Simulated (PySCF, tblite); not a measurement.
Isomers of C7H8N (doublet state), one GFN2-xTB conformer each. Single-point energies are computed at B3LYP/pcH-1 (PySCF, gas phase, no added dispersion term), electronic only. GFN2-xTB treats the open shell by occupation alone, and not every SCF solution was tested for stability.

```
              SMILES  GFN2-xTB relative energy (kcal/mol)
C#C[C@@H]1C=C[CH]N1C                                 19.4
      C#C[C]1C=CCN1C                                  9.1
N#C[C@@H]1[CH]C=CCC1                                  0.0
```

Conformers: `[N:1]#[C:2][C@@H:3]1[CH:4][CH:5]=[CH:6][CH2:7][CH2:8]1` (doublet state) with C2–C3–C4–C5 -93°, C3–C4–C5–C6 0°, C5–C6–C7–C8 -26°, C6–C7–C8–C3 52°.

Question: What does B3LYP/pcH-1 give for the same structures?

Answer: 
| SMILES | B3LYP/pcH-1 E (Eh) | B3LYP/pcH-1 (kcal/mol) | GFN2-xTB (kcal/mol) | point group |
| --- | --- | --- | --- | --- |
| N#C[C@@H]1[CH]C=CCC1 | -326.26947 | 0.0 | 0.0 | C1 |
| C#C[C]1C=CCN1C | -326.21537 | 34.0 | 9.1 | C1 |
| C#C[C@@H]1C=C[CH]N1C | -326.19560 | 46.4 | 19.4 | C1 |

Both levels put the same isomer lowest; measured from each level's own lowest isomer, the values differ by up to 27.0 kcal/mol (C#C[C@@H]1C=C[CH]N1C: 19.4 against 46.4). 

Question: What happens when harmonic zero-point energies from GFN2-xTB frequencies are added?

Answer: 
```csv
SMILES,ZPE (kcal/mol),electronic (kcal/mol),with ZPE (kcal/mol)
N#C[C@@H]1[CH]C=CCC1,80.6,0.0,0.0
C#C[C]1C=CCN1C,78.4,34.0,31.8
C#C[C@@H]1C=C[CH]N1C,78.3,46.4,44.1
```

The zero-point energies span 2.3 kcal/mol. The order is unchanged.
